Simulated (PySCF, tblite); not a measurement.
Problem. Write Cartesian coordinates for `C/C=C\[P@](=O)([O-])CC` as optimised with GFN2-xTB. (Charge -1.)

Solution. 
```xyz
18
C5H10O2P angstrom
C     -2.2040    0.6570   -0.5993
C     -2.1914   -0.3030    0.5434
C     -1.1521   -1.0560    0.8606
P      0.4725   -1.1298   -0.0263
O      0.2957   -1.0436   -1.5079
O      1.2494   -2.2737    0.5294
C      1.2082    0.4782    0.6096
C      2.5980    0.5716    0.0175
H     -3.1162    0.5425   -1.1884
H     -1.3394    0.4621   -1.2255
H     -2.1668    1.6881   -0.2388
H     -3.1121   -0.3539    1.1280
H     -1.2163   -1.7365    1.7024
H      0.5926    1.3266    0.3073
H      1.2491    0.4486    1.7003
H      3.1641   -0.3121    0.3082
H      2.5239    0.5731   -1.0692
H      3.1362    1.4671    0.3427
```

Orientation and origin are arbitrary. Atoms count from 1 in this order. The C–P distances run from 1.852 Å (C3–P4, drawn single) to 1.879 Å (P4–C7, drawn single), a spread of 0.027 Å. Of the pairs four or more bonds apart, O5···H10 is among the closest relative to their van der Waals radii: 2.24 Å, 82 % of the sum of Bondi's values. C3 (alkene CH carbon) is planar (angles 126.7°, 119.8° and 113.5°, sum 360.0°, 0.01 Å off the plane of its three neighbours). The 3 C–C bonds span 1.322 Å (C2=C3, drawn double) to 1.514 Å (C7–C8, drawn single), a spread of 0.192 Å.

Bonds between heavy atoms (Å): C1–C2 1.492, C2=C3 1.322, C3–P4 1.852, P4=O5 1.495, P4–O6 1.490, P4–C7 1.879, C7–C8 1.514.

The geometry is computed with GFN2-xTB (gas phase).

Point group: C1 (no symmetry element, even within 0.4 Å). Its GFN2-xTB frequencies are all real (lowest 56 cm⁻¹). Torsions: C2–C3–P4–O5 -38°, C3–P4–C7–C8 178°. 3 starts were optimised and ended at 0.00, 0.01 and 0.59 kcal/mol (GFN2-xTB); the lowest of these is shown.

One conformer stands for the species.
